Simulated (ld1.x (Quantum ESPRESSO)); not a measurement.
## zinc (Zn), TM: configuration errors across variants

ld1.x (Quantum ESPRESSO) 7.5 input, shortened:

```
&input
   title='Zn', zed=30., rel=1, dft='PBESOL', iswitch=3,
   config='[Ar] 3d9 4s0 4p0'
 /
 &inputp
   pseudotype=2, tm=.true., lloc=1,
   nlcc=.true., rcore=0.85
 /
3
4S  1  0   0.00   0.00  1.90  1.90  0.0
3D  3  2   9.00   0.00  1.20  1.20  0.0
3P  2  1   6.00   0.00  1.15  1.15  0.0
 &test
   configts(1)='3p6 3d9 4s0 4p0'
 /
```

All-electron excitation energies from the reference (eV): (1) 3p6 3d10 4s2 4p0 -68.757; (2) 3p6 3d10 4s1 4p0 -58.857; (3) 3p6 3d10 4s0 4p0 -40.509; (4) 3p6 3d10 4s1.5 4p0 -64.807; (5) 3p5 3d10 4s2 4p0 23.135; (6) 3p6 3d10 4s1 4p1 -63.630; (7) 3p6 3d9 4s2 4p0 -50.823.

3 further variants failed, have other tests or another functional or relativity, and are left out.

A true bound ghost makes a file unfit for plane-wave use even where its test errors are small: the radial tests pick states by their node count and pass the ghost by.

Errors AE − PS in meV (a dash: test not solved or not reliable):

```tsv
change	(1)	(2)	(3)	(4)	(5)	(6)	(7)	bound ghosts
base	+75	+42	-19	+61	-123	+47	-22	s
core correction a·sin(br)/r model core inside 1.42 bohr	+81	+48	-13	+67	-117	+53	-19	s
all radii but the core radius scaled by about 1.42 (s 2.70, p 1.64, d 1.70 bohr)	-359	-245	-41	-314	-382	-548	-174	s
local potential the s channel	-194	-263	-354	-225	-144	-883	-24	none
wave 3p (bound): rc 1.15 bohr becomes 3p (bound): rc 0.74 bohr	+65	+36	-20	+53	-122	+36	-24	s
wave 4s (bound): rc 1.90 bohr becomes 4s (bound): rc 1.94 bohr	+70	+38	-19	+57	-123	+44	-23	s
```

Problem. Give the same row for: wave 3d (bound): rc 1.20 bohr becomes 3d (bound): rc 0.94 bohr.

Solution. +81, +46, -20, +66, -60, +52, -27; bound ghosts: s.
